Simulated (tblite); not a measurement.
Species: C5H7O2S (doublet state).
Cartesian coordinates in Å at the GFN2-xTB level; atoms count from 1:
```xyz
15
C5H7O2S angstrom
C     -2.1578    1.6394   -0.6827
C     -1.6805    0.7271    0.0180
S     -0.8380   -0.8833   -0.8049
O     -1.1323   -0.9524   -2.2123
O     -1.1696   -2.0246    0.0084
C      1.0134   -0.5599   -0.6347
C      1.3358   -0.5510    0.7947
C      1.4680    0.5550    1.5154
H     -2.3469    1.9905   -1.6636
H     -1.5856    0.5211    1.0615
H      1.1591    0.3908   -1.1370
H      1.4559   -1.3800   -1.1904
H      1.4087   -1.5217    1.2645
H      1.3922    1.5341    1.0705
H      1.6729    0.5228    2.5708
```

The geometry is computed with GFN2-xTB (gas phase). This method treats the open shell by occupation alone, without spin polarisation.

Masses are those of the commonest isotopes; rigid-rotor values at the optimised geometry. The values belong to one conformer with, in the numbering `[H]/[C:1]=[CH:2]\[S:3](=[O:4])(=[O:5])[CH2:6][CH:7]=[CH2:8]`, C1–C2–S3–O4 -13°, C2–S3–C6–C7 65°, S3–C6–C7–C8 -99°.

Q: Give the principal moments of inertia and the rotational constants in GHz.

A: Ia = 218.77, Ib = 334.41, Ic = 434.19 u·Å²; 505379 MHz·u·Å²/I gives 2310, 1511 and 1164 MHz, that is A = 2.3101, B = 1.5113, C = 1.1640 GHz.

Q: What kind of rotor is it?

A: An asymmetric top. Ray's parameter κ = (2B − A − C)/(A − C) = -0.394; −1 is the prolate and +1 the oblate limit.

Q: What does the inertial defect say?

A: Not planar: Δ = Ic − Ia − Ib = -118.99 u·Å². For a rigid frame Δ = −2 Σ m c², so Σ m c² = 59.49 u·Å² lies off the ab plane: 8.68 from hydrogen and 50.81 from heavier atoms. The atom farthest from that plane is 1.76 Å away.

Q: List the rotational levels J(Ka,Kc) to J = 2 (K).

A: Above 0(0,0), as E/k:
J = 1: 1(0,1) 0.128, 1(1,1) 0.167, 1(1,0) 0.183
J = 2: 2(0,2) 0.381, 2(1,2) 0.407, 2(1,1) 0.457, 2(2,1) 0.572, 2(2,0) 0.576
The levels of one J sum to (2J + 1)J(J + 1)(A + B + C)/3.

Q: Estimate the classical rotational partition function at 50 K, 200 K and 500 K.

A: Point group C1, symmetry number σ = 1; q = (√π/σ)·√((kT/h)³/(ABC)), k/h = 20836.6 MHz/K: 29600 at 50 K, 237000 at 200 K, 935000 at 500 K.

For this open shell read J as N, the rotation without spin; fine and hyperfine splittings come on top. Its GFN2-xTB frequencies are all real (lowest 34 cm⁻¹). Constants of a rigid frame at the computed geometry: no zero-point averaging, no centrifugal distortion.

The run took 0.71 s of wall time on one thread of an Arm Neoverse V2, on a shared host. This is the geometry optimisation.
